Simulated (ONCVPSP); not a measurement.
# Ranking ONCV potentials for technetium

All share these settings but for the change named:

| Property | Result |
| --- | --- |
| Element | Tc (Z = 43) |
| Generator | ONCVPSP 4.0.1 |
| Type | optimised norm-conserving Vanderbilt (ONCV) |
| Functional | PBE |
| Relativity | scalar-relativistic |
| Frozen core | [Ar] 3d10 |
| Valence charge | 15 |
| Reference configuration | 4s2 4p6 4d5 5s0.5 (charge +1.5) |
| Partial waves | 4s+5s: rc 1.75 bohr, ncon 4, nbas 8, qcut 8.8 1/bohr, 2 projectors; 4p: rc 1.95 bohr, ncon 4, nbas 9, qcut 6.7 1/bohr, 2 projectors, debl 3.1 Ha; 4d: rc 2.45 bohr, ncon 4, nbas 9, qcut 5.4 1/bohr, 3 projectors, debl 1.9 Ha |
| Local potential | polynomial inside 1.45 bohr (lpopt 3, dvloc0 0 Ha) |
| Core correction | Teter function fitted to the true core (icmod 2), fcfact 0.2 |

Test errors are all-electron minus pseudo excitation energies from the reference, over 4s2 4p6 4d5 5s2; 4s2 4p6 4d5 5s1; 4s2 4p6 4d5 5s0; 4s2 4p6 4d4 5s2. None of these files shows a bound ghost.

The base gives 68.3 meV.

Of 7 variants that were run, those that failed, showed a ghost or another fault, or gave nearly equal values are left out.

A variant can come out equal or close to the base, since the largest error may sit in a test that the change hardly touches while other tests move.

Question: Rank these variants by their largest absolute test error, smallest first.
A. all radii but the core radius scaled by about 0.97 (s 1.70, p 1.88, d 2.38 bohr); local potential polynomial inside 1.40 bohr (lpopt 3, dvloc0 0 Ha)
B. all radii but the core radius scaled by about 1.12 (s 1.96, p 2.18, d 2.74 bohr); local potential polynomial inside 1.62 bohr (lpopt 3, dvloc0 0 Ha)
C. all radii but the core radius scaled by about 1.04 (s 1.82, p 2.02, d 2.54 bohr); local potential polynomial inside 1.50 bohr (lpopt 3, dvloc0 0 Ha)
D. all radii but the core radius scaled by about 1.22 (s 2.14, p 2.38, d 3.00 bohr); local potential polynomial inside 1.78 bohr (lpopt 3, dvloc0 0 Ha)
E. all radii but the core radius scaled by about 0.87 (s 1.52, p 1.68, d 2.12 bohr); local potential polynomial inside 1.26 bohr (lpopt 3, dvloc0 0 Ha)

Answer: E (37.3 meV), A (61.0 meV), C (77.0 meV), B (97.1 meV), D (129.0 meV).
